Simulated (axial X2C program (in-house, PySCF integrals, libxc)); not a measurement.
**Correcting the dissociation energy of AlBr for spin–orbit coupling**

A spin-free CCSD(T) curve (one-electron X2C) was computed with an axial X2C code built on PySCF integrals, basis Br dyall-cv3z [8s9p6d4f1g], Al dyall-v3z [8s8p2d1f] (cores contracted in-house), for the state M_S = 0, Λ = 0 (closed shell). It gives D0 = 4.454 eV to Br + Al, which in a spin-free picture are the weighted means of the ground terms.

Correlated methods: 10 electrons correlated (number of frozen shells: Br 3 s, 2 p, 1 d; Al 2 s, 1 p), 184 virtual spin orbitals or spinors in MP2, 90 natural virtuals in coupled cluster.

Measured levels of the ground terms (NIST Handbook of Basic Atomic Spectroscopic Data), in cm⁻¹: Br 2P: J = 3/2 at 0, J = 1/2 at 3685.2; Al 2P: J = 1/2 at 0, J = 3/2 at 112.1.

The molecular state has Λ = 0, so it has no first-order lowering.

(1) How far does each ground level lie under the (2J+1)-weighted mean of its term?

(2) Correct D0.

Second-order spin–orbit effects in the molecule, which grow quickly with Z, are left out. The state is one determinant whose occupation by symmetry is held fixed; it was picked as the lowest of a PBE0 search that is not exhaustive. De is counted from the lowest determinant-based energies of the atoms at the same level, without counterpoise correction. CCSD and (T) use frozen natural virtuals with an MP2 correction for the truncation; (T) itself is uncorrected, so its De runs slightly low.

Answers

(1) Br: (4 × 0 + 2 × 3685.2)/6 = 1228 cm⁻¹; Al: (2 × 0 + 4 × 112.1)/6 = 75 cm⁻¹.

(2) D0 = 4.454 + (0 − 1303)/8065.5 = 4.292 eV at CCSD(T) with these spin–orbit terms. The direct two-component run gives 4.304 eV; the difference holds second-order terms in the molecule, scalar two-electron terms, the gap between measured and computed atomic splittings (a 2c atom can miss part of its lowering) and, in coupled cluster, the truncation of each run.
